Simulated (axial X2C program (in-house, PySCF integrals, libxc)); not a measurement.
## OPrO: the levels of the configuration f(δφ)1 f(π)0

Computed with an axial X2C code built on PySCF integrals: two-component X2C with atomic mean-field Coulomb and Gaunt terms, basis O dyall-v2z, Pr dyall-v2z (cores contracted in-house). Orbitals come from Hartree–Fock averaged over the configuration Pr f(δφ)1 f(π)0; CI then distributes these electrons over the f(δφ), f(π) shells of Pr.

O–Pr–O held linear, both bonds 1.773 Å (near the minimum of the configuration average).

Active spinors (ω > 0):

```csv
shell,ω,ε (eV),character
f(δφ),3/2,6.88,100% Pr f
f(δφ),5/2,6.99,100% Pr f
f(δφ),5/2,7.24,100% Pr f
f(δφ),7/2,7.39,100% Pr f
f(π),1/2,9.73,95% Pr f
f(π),3/2,9.82,96% Pr f
```

Lowest levels of this model:

```json
{"Ω": "5/2", "energy (cm⁻¹)": "0", "g∥": "4.16", "configuration": "100% f(δφ)1"}
{"Ω": "3/2", "energy (cm⁻¹)": "1692", "g∥": "2.02", "configuration": "100% f(δφ)1"}
{"Ω": "7/2", "energy (cm⁻¹)": "2500", "g∥": "8.00", "configuration": "100% f(δφ)1"}
{"Ω": "5/2", "energy (cm⁻¹)": "3577", "g∥": "5.84", "configuration": "100% f(δφ)1"}
```

g∥ is the magnitude of 2⟨Lz + ge Sz⟩ for the +Ω component.

From Ω and g∥ of the lowest level, whose 2⟨Lz + ge Sz⟩ is positive, find ⟨Sz⟩ and ⟨Lz⟩ (ge = 2.0023).

Ω = ⟨Lz⟩ + ⟨Sz⟩ = 5/2 and ⟨Lz⟩ + ge⟨Sz⟩ = 2.080, so ⟨Sz⟩ = -0.42 and ⟨Lz⟩ = 2.92.

Occupations of the active spinors in the lowest level by ω, shell by shell in order of energy: -7/2: 0.00; -5/2: 0.00 0.00; -3/2: 0.00 0.00; -1/2: 0.00; 1/2: 0.00; 3/2: 0.00 0.00; 5/2: 0.51 0.49; 7/2: 0.00. The leading determinant has weight 0.51 among 2.

This point took 1.3 s on 1 thread of Arm Neoverse V1, with other jobs on the host.

Dynamic correlation is missing, so gaps between terms are too wide and other configurations may lie lower; the lowest level listed is that of this model, not necessarily the ground state. At most 6 roots were kept for each Ω > 0 (twice that for Ω = 0) within 3.5 eV of the lowest, so higher up levels can be missing between those listed; levels with Ω > 0 are doubly degenerate and listed once, Ω = 0 levels singly. States that fill the shells left empty in the average are placed too high. The molecule was held linear; bending was not examined.
